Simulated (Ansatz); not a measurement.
This geometry of ClFH$_{3}$PSSi (8 atoms, charge 0, multiplicity 1) is a first-order saddle point.

Theory: Ansatz 0.2.0, RKS r2SCAN-D4/6-31G*.

```xyz
8
Properties=species:S:1:pos:R:3
F -0.554 -1.086 1.632
Si 0.178 -0.485 0.334
P -0.557 1.531 0.135
S -0.262 -1.461 -1.492
Cl 2.186 -0.740 0.745
H -0.578 2.202 -1.088
H -1.155 2.232 1.185
H 0.834 -2.252 -1.508
```

(1) Which two structures does it join? (They come from a converged band through this point; their orientation in space is the band's.)

(2) How far does it lie above each of them?

Answers

(1) No bond is made or broken. The height of P3 over the plane of its neighbours goes from -0.86 to 0.87 Å.

First end point:

```xyz
8
Properties=species:S:1:pos:R:3
F -0.615 -1.186 1.502
Si 0.004 -0.412 0.233
P -1.113 1.513 -0.013
S -0.253 -1.524 -1.560
Cl 2.017 -0.231 0.660
H -0.072 2.120 -0.770
H -0.650 2.035 1.229
H 0.775 -2.372 -1.336
```

Last end point:

```xyz
8
Properties=species:S:1:pos:R:3
F -0.554 -0.999 1.493
Si 0.295 -0.307 0.311
P -0.135 1.900 0.245
S -0.141 -1.198 -1.571
Cl 2.260 -0.662 0.815
H -0.808 1.820 -1.008
H -1.337 1.746 0.994
H 0.512 -2.357 -1.334
```

(2) 0.98 eV above the first and 0.93 eV above the second. This is the barrier of this one path; another mechanism may lie lower.

Time of the run: 3 min on 2 threads of Arm Neoverse V1, with other jobs on the host, peak memory 0.17 GiB.
